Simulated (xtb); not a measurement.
Cl$_{2}$Ga (SMILES [Cl][Ga+][Cl]), charge +1, singlet, from a rough starting geometry (GFN-xTB shapes and energies of metal compounds can be far from the true ones); GFN2-xTB in xtb 6.7.1.

The xtb input:
```
$ xtb mol.xyz --gfn 2 --chrg 1 --opt vtight --json

# file mol.xyz
3

Ga    -0.04086098    -0.00004252    -0.01834998
Cl     1.44558024     0.29803622    -1.35463432
Cl    -1.48480713    -0.35329062     1.36346695
```

Question: Write the output that xtb gives for this input, abridged.

Answer: 
```
   ID    Z sym.   atoms
    1   31 Ga     1
    2   17 Cl     2, 3

           -------------------------------------------------
          |                Calculation Setup                |
           -------------------------------------------------

           -------------------------------------------------
          |                 G F N 2 - x T B                 |
           -------------------------------------------------

          ...................................................
          :                      SETUP                      :
          :.................................................:
          :  # basis functions                  30          :
          :  # atomic orbitals                  27          :
          :  # shells                            9          :
          :  # electrons                        16          :
          :  max. iterations                   250          :
          :  Hamiltonian                  GFN2-xTB          :
          :  restarted?                      false          :
          :  GBSA solvation                  false          :
          :  PC potential                    false          :
          :  electronic temp.          300.0000000     K    :
          :  accuracy                    1.0000000          :
          :  -> integral cutoff          0.2500000E+02      :
          :  -> integral neglect         0.1000000E-07      :
          :  -> SCF convergence          0.1000000E-05 Eh   :
          :  -> wf. convergence          0.1000000E-03 e    :
          :  Broyden damping             0.4000000          :
          :  net charge                          1          :
          :  unpaired electrons                  0          :
          ...................................................

 iter      E             dE          RMSdq      gap      omega  full diag
   1     -9.9363569 -0.993636E+01  0.352E+01    2.98       0.0  T
   2     -9.9467132 -0.103564E-01  0.207E+01    3.31       1.0  T
   3     -9.9462495  0.463723E-03  0.381E+00    3.25       1.0  T
   4     -9.9481803 -0.193080E-02  0.636E-01    3.38       1.0  T
   5     -9.9482394 -0.590709E-04  0.108E+00    3.39       1.0  T
   6     -9.9482659 -0.265024E-04  0.459E-01    3.39       1.0  T
   7     -9.9482682 -0.231713E-05  0.185E-01    3.39       1.0  T
   8     -9.9482808 -0.125993E-04  0.752E-02    3.40       1.0  T
   9     -9.9482814 -0.591259E-06  0.517E-02    3.40       1.1  T
  10     -9.9482814 -0.353350E-07  0.202E-03    3.40      28.6  T
  11     -9.9482814 -0.862080E-09  0.497E-04    3.40     116.1  T
  12     -9.9482814 -0.352038E-09  0.562E-04    3.40     102.7  T

   *** convergence criteria satisfied after 12 iterations ***

         :::::::::::::::::::::::::::::::::::::::::::::::::::::
         ::                     SUMMARY                     ::
         :::::::::::::::::::::::::::::::::::::::::::::::::::::
         :: total energy              -9.934977080372 Eh    ::
         :: gradient norm              0.018486161688 Eh/a0 ::
         :: HOMO-LUMO gap              3.402264094209 eV    ::
         ::.................................................::
         :: SCC energy                -9.948281523545 Eh    ::
         :: -> isotropic ES            0.132974882286 Eh    ::
         :: -> anisotropic ES         -0.014333529463 Eh    ::
         :: -> anisotropic XC         -0.005414072002 Eh    ::
         :: -> dispersion             -0.001720069428 Eh    ::
         :: repulsion energy           0.013304443173 Eh    ::
         :: add. restraining           0.000000000000 Eh    ::
         :: total charge               1.000000000000 e     ::
         :::::::::::::::::::::::::::::::::::::::::::::::::::::

      -----------------------------------------------------------
     |                   =====================                   |
     |                        A N C O P T                        |
[...]
 * total energy  :    -9.9349771 Eh     change       -0.4292389E-10 Eh
 * total energy  :    -9.9360457 Eh     change       -0.1068612E-02 Eh
 * total energy  :    -9.9360294 Eh     change        0.1628722E-04 Eh
 * total energy  :    -9.9360716 Eh     change       -0.4216937E-04 Eh
 * total energy  :    -9.9360718 Eh     change       -0.2467777E-06 Eh
 * total energy  :    -9.9360719 Eh     change       -0.3553441E-07 Eh
   *** GEOMETRY OPTIMIZATION CONVERGED AFTER 6 ITERATIONS ***
         :: total energy              -9.936071856771 Eh    ::
[...]
         :::::::::::::::::::::::::::::::::::::::::::::::::::::

           -------------------------------------------------
          |                Property Printout                |
           -------------------------------------------------

    * Orbital Energies and Occupations

         #    Occupation            Energy/Eh            Energy/eV
      -------------------------------------------------------------
         1        2.0000           -1.2751986             -34.6999
         2        2.0000           -1.2578358             -34.2275
         3        2.0000           -0.8205533             -22.3284
         4        2.0000           -0.6912764             -18.8106
         5        2.0000           -0.6870036             -18.6943
         6        2.0000           -0.6870036             -18.6943
         7        2.0000           -0.6797854             -18.4979
         8        2.0000           -0.6797854             -18.4979 (HOMO)
         9                         -0.5646987             -15.3662 (LUMO)
        10                         -0.3670790              -9.9887
        11                         -0.3670790              -9.9887
        12                         -0.2845788              -7.7438
        13                         -0.2845788              -7.7438
        14                         -0.2215241              -6.0280
        15                         -0.2188636              -5.9556
        16                         -0.2188636              -5.9556
        17                         -0.2151482              -5.8545
        18                         -0.2151482              -5.8545
        19                         -0.2130281              -5.7968
       ...                                ...                  ...
        27                          1.4432527              39.2729
      -------------------------------------------------------------
                  HL-Gap            0.1150867 Eh            3.1317 eV
             Fermi-level           -0.6222421 Eh          -16.9321 eV

     #   Z          covCN         q      C6AA      α(0)
     1  31 Ga       1.587     0.369   215.297    33.290
     2  17 Cl       0.793     0.316    90.117    14.522
     3  17 Cl       0.793     0.316    90.117    14.522

 Mol. C6AA /au·bohr⁶  :       1102.170264
 Mol. C8AA /au·bohr⁸  :      75295.281771
 Mol. α(0) /au        :         62.333770

Wiberg/Mayer (AO) data.
largest (>0.10) Wiberg bond orders for each atom

 ---------------------------------------------------------------------------
     #   Z sym  total        # sym  WBO       # sym  WBO       # sym  WBO
 ---------------------------------------------------------------------------
     1  31 Ga   2.928 --     2 Cl   1.464     3 Cl   1.464
     2  17 Cl   1.880 --     1 Ga   1.464     3 Cl   0.416
     3  17 Cl   1.880 --     1 Ga   1.464     2 Cl   0.416
 ---------------------------------------------------------------------------

Topologies differ in total number of bonds
Writing topology from bond orders to xtbtopo.mol

molecular dipole:
                 x           y           z       tot (Debye)
 q only:       -0.050      -0.035      -0.006
   full:       -0.050      -0.035      -0.006       0.157
molecular quadrupole (traceless):
                xx          xy          yy          xz          yz          zz
 q only:        2.760       1.689      -4.456      -7.038      -1.564       1.696
  q+dip:        4.119       2.521      -6.652     -10.508      -2.335       2.533
   full:        2.474       1.515      -3.994      -6.309      -1.402       1.520

optimized geometry written to: xtbopt.xyz

           -------------------------------------------------
          | TOTAL ENERGY               -9.936071856771 Eh   |
          | GRADIENT NORM               0.000001919025 Eh/α |
          | HOMO-LUMO GAP               3.131669817546 eV   |
           -------------------------------------------------

normal termination of xtb
```
